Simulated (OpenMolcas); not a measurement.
Zr³⁺: from RASSCF to RASPT2

```yaml
Program: OpenMolcas
Basis: ANO-RCC-VTZP [7s6p4d2f1g]
Scalar_Hamiltonian: DKH2, point nucleus
Active_space: 1 electron in 9 orbitals (RAS2 4d 5s; RAS3 5p, at most 1 electron)
State_averaging: 2S+1 = 2 even, 6 roots; 2S+1 = 2 odd, 3 roots
Spin-orbit_coupling: RASSI with atomic mean-field integrals over the reference wave functions, term energies averaged over their components
```

Methods on the same reference wave functions:
A. RASSCF
B. SS-RASPT2, IPEA 0.25 Eh, imaginary shift 0.1 Eh (closed shells correlated: 4s 4p)

Energies in eV above 4d 2D 3/2, the measured ground level; measured values from the list in Rauch et al., Astron. Astrophys. 599, A142 (2017).

```csv
Level,A,B,Measured
4d 2D 3/2,0.0000,0.0000,0.0000
4d 2D 5/2,0.1512,0.1512,0.1551
5s 2S 1/2,4.8472,4.805,4.7434
5p 2P* 1/2,9.9409,10.217,10.1638
5p 2P* 3/2,10.1574,10.433,10.4719
```

Deviations, from unrounded energies. A percentage is the sum of absolute deviations over the sum of measured energies, with the sign that they share, or ± where signs differ.

| Against measurement | Levels | A | B |
| --- | --- | --- | --- |
| mean absolute deviation (cm-1) | 4 | 1300 | 320 |
| fine structure of the ground term (%) | 1 | -2.5 | -2.5 |
| other configurations (%) | 3 | ±2.5 | ±0.6 |

B lies closest to measurement on these levels. The largest miss of B in the table is 5s 2S 1/2, by +490 cm-1. The ranking rests on the paired levels alone, and a cruder setting can come out closer through cancelling errors.

The lowest spin-free term lies below A's lowest term by 0.229 hartree in B.

With one active electron the reference holds no correlation, so core polarisation is missing (holds for A). With one active electron, CASPT2 adds the correlation within the correlated inactive shells and between them and that electron, and leaves the splitting within a term as the reference gives it (holds for B). Measured partners are found by configuration, term and J. A level has none where our copy of the source lacks it or the pairing is in doubt (some pairs that miss far off the trend of their configuration count as doubtful), and it then counts in no deviation. Levels of configurations outside the active space are missing.

* marks odd parity.
